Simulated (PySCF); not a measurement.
An EPR job on `[SiH]([C@@H]1C[C@H]1C#N)C#N` [radical].

Method: UKS B3LYP, pcH-1 on C H N Si, non-relativistic, mean-field spin-orbit, GIAO (PySCF 2.14.0). Geometry: GFN2-xTB. The command runs a driver script over a list of jobs; the input below is this job's line of settings and its coordinates in Å.

Command:
```bash
OMP_NUM_THREADS=1 python probes_run.py task.json out
```

Input:
```
{"job": {"kind": "epr", "basis": "pcH-1"}, "charge": 0, "multiplicity": 2}
N      2.878535    -1.878954    -0.840470
C      2.369258    -1.179081    -0.077292
Si     1.518423    -0.221241     1.231063
C     -0.266438     0.120575     0.768820
C     -1.027394    -0.795496    -0.139434
C     -0.593544     0.545771    -0.661062
C     -1.564812     1.564295    -0.828489
N     -2.348672     2.394203    -0.926390
H      2.288545     0.863186     1.810917
H     -0.862556     0.618508     1.527448
H     -0.525422    -1.661897    -0.545769
H     -2.080460    -0.946571     0.050760
H      0.210149     0.577187    -1.387830
```

Output:
```
UKS, coarse grid
  cycle   1  E = -592.36796696  |g| = 4.33e-01
  cycle   2  E = -592.01393271  |g| = 9.73e-01
  cycle   3  E = -592.45808416  |g| = 1.34e-01
  cycle   4  E = -592.46502190  |g| = 5.49e-02
  cycle   5  E = -592.46611833  |g| = 2.75e-02
  cycle   6  E = -592.46641737  |g| = 9.10e-03
  cycle   7  E = -592.46645530  |g| = 2.65e-03
  cycle   8  E = -592.46646109  |g| = 9.12e-04
UKS, final grid
  cycle   1  E = -592.46645427  |g| = 1.04e-03
  cycle   2  E = -592.46645390  |g| = 1.58e-03
  cycle   3  E = -592.46645510  |g| = 3.54e-04
  cycle   4  E = -592.46645517  |g| = 2.27e-04
  cycle   5  E = -592.46645526  |g| = 1.15e-04
  cycle   6  E = -592.46645528  |g| = 2.38e-05
  cycle   7  E = -592.46645528  |g| = 1.97e-05
E = -592.46645528 Eh   <S^2> = 0.7542 (exact 0.7500)
g shifts (ppm)      1          2          3
  rmc          -152       -152       -152
  gc             17         63         67
  oz_so         -56        518       1650
  total        -192        429       1565
hyperfine (MHz)  atom isotope    a_iso     a_fc   dipolar eigenvalues
    0   14N       3.49       3.53     -7.01     -5.65     12.66
    1   13C       2.12       2.12     -8.80     -0.69      9.48
    2  29Si    -422.37    -423.56   -172.88     86.03     86.85
    3   13C      19.76      19.73     -2.84     -1.83      4.67
    4   13C       2.35       2.34     -1.20     -0.79      1.99
    5   13C      35.83      35.83     -4.70     -4.63      9.33
    6   13C       3.53       3.54     -1.39     -0.47      1.86
    7   14N       0.46       0.46     -0.75     -0.71      1.46
    8    1H      28.61      28.60     -9.99      1.63      8.35
    9    1H      -0.66      -0.67     -3.21     -1.98      5.19
   10    1H       1.68       1.67     -1.96     -1.34      3.29
   11    1H      -0.50      -0.50     -1.22     -0.93      2.15
   12    1H      -1.45      -1.45     -3.38     -0.50      3.88
```

rmc, gc and oz_so are the mass-correction, gauge-correction and orbital-Zeeman/spin–orbit parts of the g shift along its three principal axes; a_iso is the isotropic hyperfine coupling and a_fc its Fermi-contact part. The program numbers atoms from 0.

**Question.** Get g_iso from the total shifts.

**Answer.** Their mean is 601 ppm; added to g_e = 2.002319 it gives 2.00292.

**Question.** How far is ⟨S²⟩ from the pure-spin value?

**Answer.** S = 0.5 gives S(S+1) = 0.75; the run has 0.7542, 0.0042 more.

Main results: ⟨S²⟩ 0.754; g_iso 2.0029.

The structure is a single GFN2-xTB conformer in the gas phase; no vibrational or solvent corrections.

**Question.** Estimate the wall time. Hardware: one thread of an Arm Neoverse V2, no GPU, shared host. And the peak memory of the process?

**Answer.** About 88 s (density and orbital grids were written too), with 0.95 GiB resident at the peak, the Python interpreter and its libraries included.
Labels such as C1 count atoms from 1, the log's own numbers from 0.
